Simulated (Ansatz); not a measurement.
C$_{3}$H$_{7}$BO, SMILES `CB/C=C/O` at its PBE0-D4/def2-TZVP geometry, where that method's forces vanish. Total charge 0; spin multiplicity 1.

```xyz
12

C     0.7327    0.5012   -1.5545
B     0.8031    0.9026   -0.0407
C     0.0154    0.2485    1.0886
C    -0.8342   -0.7634    0.8602
O    -1.5401   -1.3578    1.8336
H     0.4498    1.3784   -2.1488
H     1.7381    0.2397   -1.9064
H     0.0604   -0.3167   -1.8233
H     1.5461    1.8057    0.2436
H     0.1114    0.5762    2.1214
H    -0.9945   -1.1574   -0.1415
H    -2.0882   -2.0568    1.4678
```

What forces (eV/Å) does PBE-D4/def2-TZVPP give on these atoms in Ansatz 0.2.0? (Estimate.)

Computed: 
```
C1  -0.023  0.006  0.148
B2   0.011  0.015  0.012
C3   0.321  0.354 -0.050
C4  -0.060 -0.133 -0.306
O5  -0.058  0.071  0.641
H6  -0.042  0.166 -0.131
H7   0.193 -0.041 -0.087
H8  -0.135 -0.167 -0.068
H9   0.081  0.100  0.037
H10  0.031  0.082  0.225
H11 -0.042 -0.097 -0.232
H12 -0.278 -0.355 -0.189
```
